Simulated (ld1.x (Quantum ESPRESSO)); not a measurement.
LDA (PZ) PAW dataset for S, scalar-relativistic all-electron reference.

Input for ld1.x (Quantum ESPRESSO) 7.5:

```
&input
   title='S', zed=16., rel=1, dft='PZ', iswitch=3,
   config='[Ne] 3s2 3p2 3d-2',
   nld=3, rlderiv=1.90, eminld=-5.0, emaxld=5.0, deld=0.02
 /
 &inputp
   pseudotype=3, lpaw=.true., tm=.true., lloc=-1, rcloc=1.20,
   nlcc=.true., new_core_ps=.true.,
   which_augfun='PSQ', rmatch_augfun_nc=.true.,
   file_pseudopw='S.UPF', file_wfcaegen='ae.wfc', file_wfcncgen='nc.wfc', file_beta='beta', file_chi='chi', file_wfcusgen='us.wfc'
 /
5
3S  1  0   2.00   0.00  1.00  1.30  0.0
3S  1  0   0.00   0.35  1.00  1.30  0.0
3P  2  1   2.00   0.00  1.20  1.65  0.0
3P  2  1   0.00  -1.75  1.20  1.65  0.0
3D  3  2  -2.00  -0.05  1.55  1.75  0.0
 &test
   configts(1)='3s2 3p2'
 /
```

Command:

```bash
ld1.x < S.in > S.out
```

Resulting log (shortened: banner, matrices, multipoles, cross overlaps and the repeated all-electron block are left out):

```
Program LD1 v.7.5

     !!!!!!!!!!!!!!!!!!! WARNING !!!!!!!!!!!!!!!!!!!!!!!
     Message from routine ld1_readin:
     US requires at least two energies per channel 3D
     !!!!!!!!!!!!!!!!!!!!!!!!!!!!!!!!!!!!!!!!!!!!!!!!!!!
     --------------------------- All-electron run ----------------------------

     S
     scalar relativistic calculation

     atomic number is 16.00
     dft =PZ   lsd =0 sic =0 latt =0  beta=0.20 tr2=1.0E-14
     Exchange-correlation= PZ
                           (   1   1   0   0   0   0   0)
     mesh =1151 r(mesh) =  99.72449 a.u. xmin = -7.00 dx = 0.01250
     1 Ry =  13.60569312 eV, c = 137.03599908

     n l     nl                  e(Ry)          e(Ha)          e(eV)
     1 0     1S 1( 2.00)      -178.1361       -89.0681     -2423.6654
     2 0     2S 1( 2.00)       -17.3812        -8.6906      -236.4831
     2 1     2P 1( 6.00)       -13.3979        -6.6990      -182.2878
     3 0     3S 1( 2.00)        -2.8958        -1.4479       -39.3988
     3 1     3P 1( 2.00)        -2.0636        -1.0318       -28.0762

     final scf error:  1.6E-15 reached in  23 iterations

     Etot =    -793.144886 Ry,    -396.572443 Ha,  -10791.285919 eV

     Ekin =     795.623647 Ry,     397.811824 Ha,   10825.011185 eV
     Encl =   -1868.710733 Ry,    -934.355367 Ha,  -25425.104775 eV
     Eh   =     326.957675 Ry,     163.478838 Ha,    4448.485795 eV
     Exc  =     -47.015475 Ry,     -23.507737 Ha,    -639.678123 eV

     normalization and overlap integrals

     s(1S/1S) =  1.000000  <r> =   0.0971  <r2> =    0.0127  r(max) =   0.0633
     s(2S/2S) =  1.000000  <r> =   0.4804  <r2> =    0.2747  r(max) =   0.3877
     s(2P/2P) =  1.000000  <r> =   0.4425  <r2> =    0.2449  r(max) =   0.3254
     s(3S/3S) =  1.000000  <r> =   1.5767  <r2> =    2.8569  r(max) =   1.3701
     s(3P/3P) =  1.000000  <r> =   1.7632  <r2> =    3.6235  r(max) =   1.4954

     ------------------------ End of All-electron run ------------------------

     --------------------- Generating PAW atomic setup --------------------

      Generating local potential from pseudized AE potential:
      Matching radius rcloc =   1.2000

      Local pseudo, rcloc= 1.194 Estimated cut-off energy=    16.24 Ry

      Computing core charge for nlcc:

       r > 0.88 : true rho core
      Core charge pseudized with two Bessel functions
      Integrated core pseudo-charge :   4.82
      Wfc-us  3S rcutus= 1.287  Estimated cut-off energy=    26.23 Ry
      Wfc-us  3S rcutus= 1.287  Estimated cut-off energy=    31.48 Ry
      Wfc-us  3P rcutus= 1.653  Estimated cut-off energy=    27.95 Ry
      Wfc-us  3P rcutus= 1.653  Estimated cut-off energy=    28.58 Ry
      Wfc-us  3D rcutus= 1.737  Estimated cut-off energy=    38.78 Ry

     Required augmentation: PSQ   radius:    1.750000

     Q pseudized with Bessel functions
     Expected ecutrho=     237.1679 due to l1=  0   l2=  2

     Estimated PAW energy =  -60.987561 Ryd

     ------------------- End of pseudopotential generation -------------------

     Computing logarithmic derivative in   1.90824
     Computing logarithmic derivative in   1.90824
     Computing the partial wave expansion
     R is outside the sphere for l=    0 j= 0.00
     R is outside the sphere for l=    0 j= 0.00
     R is outside the sphere for l=    1 j= 0.00
     R is outside the sphere for l=    1 j= 0.00
     R is outside the sphere for l=    2 j= 0.00

     ---------------------- Testing the pseudopotential ----------------------

     S
     scalar relativistic calculation

     atomic number is 16.00   valence charge is  6.00
     dft = SLA  PZ   NOGX NOGC   lsd =0 sic =0 latt =0  beta=0.20 tr2=1.0E-14
     mesh =1151 r(mesh) =  99.72449 xmin = -7.00 dx = 0.01250

     n l     nl             e AE (Ry)        e PS (Ry)    De AE-PS (Ry)
     1 0     3S   1( 2.00)       -2.89576       -2.89577        0.00002
     2 1     3P   1( 2.00)       -2.06356       -2.06357        0.00001

     eps = 4.0E-15  iter =  3

     Etot =    -793.144886 Ry,    -396.572443 Ha,  -10791.285919 eV
     Etotps =   -60.987604 Ry,     -30.493802 Ha,    -829.778618 eV

     Ekin =      23.504644 Ry,      11.752322 Ha,     319.796976 eV
     Encl =     -46.120676 Ry,     -23.060338 Ha,    -627.503759 eV
     Ehrt =       8.643896 Ry,       4.321948 Ha,     117.606202 eV
     Ecxc =     -47.015469 Ry,     -23.507734 Ha,    -639.678038 eV
     (Ecc =     -10.150865 Ry,      -5.075432 Ha,    -138.109553 eV)

     ---------------------- End of pseudopotential test ----------------------
```

Generation and configuration tests took about 3.9 s on one core of a shared server CPU.
